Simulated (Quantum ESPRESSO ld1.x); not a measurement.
Values are calculated unless marked as measured or tabulated.
Task: These are the eigenvalues of the occupied orbitals of an atom or ion with whole-number occupations (hartree). Level of theory: scalar-relativistic Kohn-Sham, LDA (Slater exchange, VWN5 correlation), spin-polarised, spherical densities, point nucleus (ld1.x of Quantum ESPRESSO 7.5).

| orbital | eigenvalue |
|---|---|
| 1s up | -2324.2047 |
| 1s down | -2324.2034 |
| 2s up | -397.3588 |
| 2s down | -397.3561 |
| 2p up | -349.9343 |
| 2p down | -349.9317 |
| 3s up | -91.6724 |
| 3s down | -91.6314 |
| 3p up | -77.4442 |
| 3p down | -77.4031 |
| 3d up | -60.3265 |
| 3d down | -60.2943 |
| 4s up | -19.8799 |
| 4s down | -19.8034 |
| 4p up | -15.1934 |
| 4p down | -15.1187 |
| 4d up | -9.0793 |
| 4d down | -9.0066 |
| 5s up | -3.9198 |
| 5s down | -3.8829 |
| 5p up | -2.7347 |
| 5p down | -2.7032 |
| 4f up | -2.3172 |
| 4f down | -2.2488 |
| 6p up | -0.8872 |

Which element is it, and in what charge state? The configuration may be excited. Open shells, if any, are filled with parallel spins first.

Result: Z = 71, lutetium, charge +3: Lu3+ in [Xe] 4f12 6p2. The list shows which subshells hold electrons but not how many an open one holds; the 1s level, -2324.2 hartree, gives Z - s = 68.2 by -(Z - s)^2/2, which with screening and relativity narrows Z to a few neighbours, and the depths of the outer levels then fix element, charge and occupations together.
